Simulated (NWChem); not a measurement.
All runs are NWChem calculations. System: N-methylmethanimine (C2H5N), charge 0, spin multiplicity 1, at a geometry optimised with B3LYP/def2-SVP. Level: LC-wPBE (omega 0.3 per bohr)/STO-3G.

NWChem printed:

```
             Northwest Computational Chemistry Package (NWChem) 7.3.0
             --------------------------------------------------------

                                NWChem Input Module
                                -------------------

 Scaling coordinates for geometry "geometry" by  1.889725989
 (inverse scale =  0.529177249)

 Turning off AUTOSYM since
 SYMMETRY directive was detected!

                             Geometry "geometry" -> ""
                             -------------------------

 Output coordinates in angstroms (scale by  1.889725989 to convert to a.u.)

  No.       Tag          Charge          X              Y              Z
 ---- ---------------- ---------- -------------- -------------- --------------
    1 C                    6.0000    -1.10182900     0.34522800     0.00000000
    2 N                    7.0000     0.03540500    -0.54481100     0.00000000
    3 C                    6.0000     1.19759200    -0.04733400     0.00000000
    4 H                    1.0000    -1.72936800     0.13391300    -0.88239000
    5 H                    1.0000    -1.72936800     0.13391300     0.88239000
    6 H                    1.0000    -0.83814100     1.42368300     0.00000000
    7 H                    1.0000     1.39871500     1.04547700     0.00000000
    8 H                    1.0000     2.07574800    -0.71067300     0.00000000

 Effective nuclear repulsion energy (a.u.)      71.9808713090

            Nuclear Dipole moment (a.u.)
            ----------------------------
        X                 Y               Z
 ---------------- ---------------- ----------------
    -0.0000018897     0.0000000000     0.0000000000

      Symmetry information
      --------------------

 Group name             Cs
 Group number              2
 Group order               2
 No. of unique centers     7

      Symmetry unique atoms

     1    2    3    4    6    7    8


 Summary of "ao basis" -> "" (spherical)
 ------------------------------------------------------------------------------
       Tag                 Description            Shells   Functions and Types
 ---------------- ------------------------------  ------  ---------------------
 *                           sto-3g                   on all atoms

  pbe96 is a nonlocal functional; adding pw91lda local functional.

                                 NWChem DFT Module
                                 -----------------

 Summary of "ao basis" -> "ao basis" (spherical)
 ------------------------------------------------------------------------------
       Tag                 Description            Shells   Functions and Types
 ---------------- ------------------------------  ------  ---------------------
 C                           sto-3g                  3        5   2s1p
 N                           sto-3g                  3        5   2s1p
 H                           sto-3g                  1        1   1s

 Summary of "ao basis" -> "ao basis" (spherical)
 ------------------------------------------------------------------------------
       Tag                 Description            Shells   Functions and Types
 ---------------- ------------------------------  ------  ---------------------
 C                           sto-3g                  3        5   2s1p
 N                           sto-3g                  3        5   2s1p
 H                           sto-3g                  1        1   1s

      Symmetry analysis of basis
      --------------------------

        a'         16
        a"          4

  int_init: cando_txs set to always be  F

            General Information
            -------------------
          SCF calculation type: DFT
          Wavefunction type:  closed shell.
          No. of atoms     :     8
          No. of electrons :    24
           Alpha electrons :    12
            Beta electrons :    12
          Charge           :     0
          Spin multiplicity:     1
          Use of symmetry is: on ; symmetry adaption is: on
          Maximum number of iterations: 100
          This is a Direct SCF calculation.
          AO basis - number of functions:    20
                     number of shells:    14
          Convergence on energy requested:  1.00D-06
[...]
          dE  on:    start            ASAP                start
          dE off:    2 iters        100 iters           100 iters

      Screening Tolerance Information
      -------------------------------
          Density screening/tol_rho:  1.00D-10
          AO Gaussian exp screening on grid/accAOfunc:  14
          CD Gaussian exp screening on grid/accCDfunc:  20
          XC Gaussian exp screening on grid/accXCfunc:  20
          Schwarz screening/accCoul:  1.00D-08

      Superposition of Atomic Density Guess
      -------------------------------------

 Sum of atomic energies:        -130.30560978

      Non-variational initial energy
      ------------------------------

 Total energy =    -130.948963
 1-e energy   =    -320.540045
 2-e energy   =     117.610211
 HOMO         =      -0.159686
 LUMO         =       0.207560

      Symmetry analysis of molecular orbitals - initial
      -------------------------------------------------

  Numbering of irreducible representations:

     1 a'          2 a"

  Orbital symmetries:

     1 a'          2 a'          3 a'          4 a'          5 a'
     6 a'          7 a'          8 a'          9 a"         10 a'
    11 a"         12 a'         13 a"         14 a'         15 a'
    16 a'         17 a'         18 a"         19 a'         20 a'

   convergence    iter        energy       DeltaE   RMS-Dens  Diis-err    time
 ---------------- ----- ----------------- --------- --------- ---------  ------
 d= 0,ls=0.0,diis     1   -132.0717221432 -2.04D+02  4.91D-02  4.45D-01     0.3
 d= 0,ls=0.0,diis     2   -132.0802404499 -8.52D-03  2.67D-02  4.65D-01     0.5
 d= 0,ls=0.0,diis     3   -132.1402852546 -6.00D-02  4.17D-03  3.75D-03     0.6
 d= 0,ls=0.0,diis     4   -132.1409541889 -6.69D-04  1.37D-03  7.92D-04     0.8
 d= 0,ls=0.0,diis     5   -132.1410738830 -1.20D-04  3.49D-04  1.99D-05     1.0
  Resetting Diis
 d= 0,ls=0.0,diis     6   -132.1410777334 -3.85D-06  4.40D-05  5.19D-07     1.1
 d= 0,ls=0.0,diis     7   -132.1410778251 -9.17D-08  1.46D-05  3.22D-08     1.3
 d= 0,ls=0.0,diis     8   -132.1410778288 -3.78D-09  6.36D-06  1.58D-08     1.4

         Total DFT energy =     -132.141077828843
      One electron energy =     -320.442261294307
           Coulomb energy =      135.804143663604
    Exchange-Corr. energy =      -19.483831507128
 Nuclear repulsion energy =       71.980871308989

 Numeric. integr. density =       23.999996850569

     Total iterative time =      1.4s

                  Occupations of the irreducible representations
                  ----------------------------------------------

                     irrep           alpha         beta
                     --------     --------     --------
                     a'               10.0         10.0
                     a"                2.0          2.0

                       DFT Final Molecular Orbital Analysis
                       ------------------------------------

 Vector   10  Occ=2.000000D+00  E=-4.355330D-01  Symmetry=a'
              MO Center= -4.8D-02,  1.6D-01,  3.7D-16, r^2= 2.9D+00
   Bfn.  Coefficient  Atom+Function         Bfn.  Coefficient  Atom+Function
  ----- ------------  ---------------      ----- ------------  ---------------
     3      0.430353  1 C  px                20      0.326486  8 H  s
    13      0.318016  3 C  px                18      0.277383  6 H  s
     8     -0.269505  2 N  px                14     -0.235980  3 C  py
    16     -0.227940  4 H  s                 17     -0.227940  5 H  s
    19     -0.190522  7 H  s                  4      0.179769  1 C  py

 Vector   11  Occ=2.000000D+00  E=-3.450131D-01  Symmetry=a"
              MO Center=  2.9D-01, -2.0D-01, -2.8D-16, r^2= 1.8D+00
   Bfn.  Coefficient  Atom+Function         Bfn.  Coefficient  Atom+Function
  ----- ------------  ---------------      ----- ------------  ---------------
    15      0.610409  3 C  pz                10      0.579944  2 N  pz
    16      0.224845  4 H  s                 17     -0.224845  5 H  s
     5     -0.215871  1 C  pz

 Vector   12  Occ=2.000000D+00  E=-2.518599D-01  Symmetry=a'
              MO Center=  1.1D-01, -4.9D-01, -2.7D-17, r^2= 1.4D+00
   Bfn.  Coefficient  Atom+Function         Bfn.  Coefficient  Atom+Function
  ----- ------------  ---------------      ----- ------------  ---------------
     9      0.760543  2 N  py                 7     -0.522161  2 N  s
    19     -0.286555  7 H  s                 18     -0.232243  6 H  s
    20      0.196942  8 H  s                  4     -0.166304  1 C  py
     2      0.127620  1 C  s                  3      0.123570  1 C  px
    14     -0.121073  3 C  py                12      0.118460  3 C  s

 Vector   13  Occ=0.000000D+00  E= 1.828224D-01  Symmetry=a"
              MO Center=  5.6D-01, -2.6D-01,  2.7D-16, r^2= 1.3D+00
   Bfn.  Coefficient  Atom+Function         Bfn.  Coefficient  Atom+Function
  ----- ------------  ---------------      ----- ------------  ---------------
    15     -0.806317  3 C  pz                10      0.779548  2 N  pz
    16      0.186020  4 H  s                 17     -0.186020  5 H  s
     5      0.054399  1 C  pz

 Vector   14  Occ=0.000000D+00  E= 4.414298D-01  Symmetry=a'
              MO Center= -7.3D-02,  3.8D-02, -3.4D-17, r^2= 1.9D+00
   Bfn.  Coefficient  Atom+Function         Bfn.  Coefficient  Atom+Function
  ----- ------------  ---------------      ----- ------------  ---------------
     7     -0.744472  2 N  s                  3      0.732889  1 C  px
    14     -0.546634  3 C  py                 4     -0.539223  1 C  py
    19      0.460301  7 H  s                  8      0.432157  2 N  px
     2      0.429387  1 C  s                 20     -0.426573  8 H  s
     9     -0.413264  2 N  py                 6      0.114621  2 N  s

 Vector   15  Occ=0.000000D+00  E= 4.966697D-01  Symmetry=a'
              MO Center=  1.5D+00,  1.5D-01, -3.9D-16, r^2= 1.8D+00
   Bfn.  Coefficient  Atom+Function         Bfn.  Coefficient  Atom+Function
  ----- ------------  ---------------      ----- ------------  ---------------
    12      1.250749  3 C  s                 19     -0.861024  7 H  s
    20     -0.865318  8 H  s                 13      0.427021  3 C  px
     2      0.360116  1 C  s                  7     -0.201719  2 N  s
    11     -0.202716  3 C  s                 14      0.184510  3 C  py
     9     -0.164065  2 N  py                16     -0.163715  4 H  s

 center of mass
 --------------
 x =   0.03582944 y =  -0.08834061 z =   0.00000000

 moments of inertia (a.u.)
 ------------------
          38.489865938022          25.565665460140           0.000000000000
          25.565665460140         165.700604270677           0.000000000000
           0.000000000000           0.000000000000         192.981545669426

     Multipole analysis of the density
     ---------------------------------

     L   x y z        total         alpha         beta         nuclear
     -   - - -        -----         -----         ----         -------
     0   0 0 0     -0.000000    -12.000000    -12.000000     24.000000

     1   1 0 0      0.003259      0.001631      0.001631     -0.000002
     1   0 1 0      0.573666      0.286833      0.286833      0.000000
     1   0 0 1      0.000000      0.000000      0.000000      0.000000

     2   2 0 0    -11.660329    -57.338015    -57.338015    103.015700
     2   1 1 0     -0.257174      7.775443      7.775443    -15.808059
     2   1 0 1     -0.000000     -0.000000     -0.000000      0.000000
     2   0 2 0    -14.230590    -18.662488    -18.662488     23.094385
     2   0 1 1     -0.000000     -0.000000     -0.000000      0.000000
     2   0 0 2    -13.357354     -9.459151     -9.459151      5.560948

 Task  times  cpu:        1.4s     wall:        1.4s

 Total times  cpu:        1.4s     wall:        1.4s
```

Task: Write an NWChem input that would produce this output.

Result: One answer among several that fit: 
```
start mol
memory heap 200 mb stack 900 mb global 1100 mb
geometry units angstroms nocenter noautoz
  C     -1.101829     0.345228     0.000000
  N      0.035405    -0.544811     0.000000
  C      1.197592    -0.047334     0.000000
  H     -1.729368     0.133913    -0.882390
  H     -1.729368     0.133913     0.882390
  H     -0.838141     1.423683     0.000000
  H      1.398715     1.045477     0.000000
  H      2.075748    -0.710673     0.000000
  symmetry group Cs
end
basis spherical
  * library sto-3g
end
dft
  xc xwpbe 1.00 cpbe96 1.0 hfexch 1.00
  cam 0.3 cam_alpha 0.00 cam_beta 1.00
  direct
  iterations 100
end
task dft energy
```
